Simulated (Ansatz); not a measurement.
This geometry of ClFGeH2 + H2S (8 atoms, charge 0, multiplicity 1) is a first-order saddle point.

Theory: RKS PBE-D4/def2-SVP in Ansatz.

```xyz
8
Properties=species:S:1:pos:R:3
Ge -0.230 0.081 -0.113
Cl -0.053 0.602 2.332
H 0.850 -0.996 0.116
H -0.024 1.568 -0.460
F -0.871 -0.542 -1.663
S -2.582 -0.253 0.744
H -2.363 -1.580 0.973
H -1.839 0.142 1.930
```

Problem. Which two structures does it join? (They come from a converged band through this point; their orientation in space is the band's.)

Solution. Bonds broken: Ge1–Cl2, S6–H8. Bonds formed: Ge1–S6, Cl2–H8. ClFGeH2 + H2S becomes ClH + FGeH3S.

First end point:

```xyz
8
Properties=species:S:1:pos:R:3
Ge 0.295 0.080 -0.037
Cl 0.442 -0.044 2.124
H 1.711 -0.137 -0.616
H -0.466 1.355 -0.446
F -0.648 -1.316 -0.556
S -3.279 0.110 0.996
H -2.689 -0.913 0.318
H -2.479 -0.115 2.075
```

Last end point:

```xyz
8
Properties=species:S:1:pos:R:3
Ge -0.483 -0.017 -0.432
Cl -0.196 0.592 3.064
H 0.522 -1.014 0.181
H -0.144 1.485 -0.373
F -0.620 -0.451 -2.131
S -2.520 -0.254 0.509
H -2.380 -1.602 0.652
H -1.291 0.281 2.390
```

Problem. How far does it lie above each of them?

Solution. 0.91 eV above the first and 0.71 eV above the second. This is the barrier of this one path; another mechanism may lie lower. The orbitals stay closed-shell, which can raise the energy where a bond breaks towards radicals; this wasn't checked here.

The run took 2.6 min on 2 threads of AMD EPYC 7R43 64-Core Processor (Zen 3), with other jobs on the host, peak memory 0.17 GiB.
